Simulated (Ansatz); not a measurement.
Reaction (redistribution): `C[Se][Sn]([CH3])([F])[Cl]` + `[CH3][AlH][BH]S` → `C[Se][AlH][BH]S` + `[CH3][Sn]([CH3])([F])[Cl]`

Computed with Ansatz on PBE0-D4/def2-TZVP structures; ΔE is electronic, products minus reactants. CCSD(T)/CBS adds triple-zeta CCSD(T) − MP2 to the extrapolated MP2 energy (def2 sets, frozen cores). Functionals use def2-TZVPP. B3LYP here is the variant with VWN-RPA as its local correlation; programs differ in this. def2 core potentials past Kr. For Se, Sn outer-core shells are correlated without core-valence functions, which leaves a few kJ/mol of doubt a bond. Scalar relativity is left out up to krypton. Each species was taken in one conformer, which may not be the lowest.

`C[Se][Sn]([CH3])([F])[Cl]`:

```xyz
12

C     2.165    1.125    1.122
Se    1.101   -0.486    1.465
Sn   -0.490   -0.142   -0.420
C    -2.092   -1.494   -0.713
F     0.552   -0.127   -2.037
Cl   -1.257    2.055   -0.358
H     2.902    1.164    1.922
H     1.530    2.007    1.160
H     2.665    1.045    0.160
H    -2.796   -1.402    0.113
H    -1.700   -2.509   -0.763
H    -2.580   -1.234   -1.651
```

`[CH3][AlH][BH]S`:

Cartesian coordinates in Å:
```
C 0.944 -1.579 0.246
Al -0.591 -0.498 -0.305
B -0.949 1.442 0.464
S -0.343 2.968 -0.195
H 1.619 -1.732 -0.604
H 0.623 -2.577 0.562
H 1.526 -1.136 1.057
H -1.581 -1.109 -1.399
H -1.606 1.663 1.444
H 0.357 2.558 -1.270
```

`C[Se][AlH][BH]S`:

Cartesian coordinates in Å:
```
C -1.434 0.471 -1.275
Se -1.646 1.274 0.503
Al 0.378 0.784 1.503
B 1.786 -0.422 0.487
S 1.495 -2.098 0.009
H -2.314 -0.137 -1.472
H -1.366 1.271 -2.008
H -0.541 -0.149 -1.320
H 0.524 1.365 2.972
H 2.885 -0.072 0.166
H 0.232 -2.287 0.437
```

`[CH3][Sn]([CH3])([F])[Cl]`:

Z-matrix (Å, degrees):
```
C
Sn 1 2.117
H 1 1.089 2 108.1
H 1 1.090 2 109.7 3 119.6
H 1 1.090 2 109.9 3 -119.5
C 2 2.118 1 124.2 3 -176.8
F 2 1.925 1 105.3 3 -55.7
Cl 2 2.330 1 108.0 3 55.2
H 6 1.090 2 109.8 1 55.7
H 6 1.089 2 108.0 1 175.3
H 6 1.090 2 109.8 1 -65.2
```

Is it downhill or uphill in electronic energy at CCSD(T)/CBS, and by how much? (Best estimate.)

Computed: Downhill: ΔE = -43.1 kJ/mol.

What do these levels give: B2PLYP, B3LYP, SCS-MP2/def2-TZVPP, HF/def2-QZVPP, HF/CBS(def2), MP2/CBS(def2)? (An estimate is asked.)

The calculation gave: B2PLYP -40.2, B3LYP -35.6, SCS-MP2/def2-TZVPP -46.4, HF/def2-QZVPP -39.1, HF/CBS(def2) -38.9, MP2/CBS(def2) -42.7 kJ/mol.

Largest T1 diagnostic among the species: 0.014.

In def2-TZVPP, CCSD(T) changes the Hartree–Fock value by −7.7 kJ/mol (the triples alone add −0.8 kJ/mol) and MP2 by −7.3 kJ/mol.
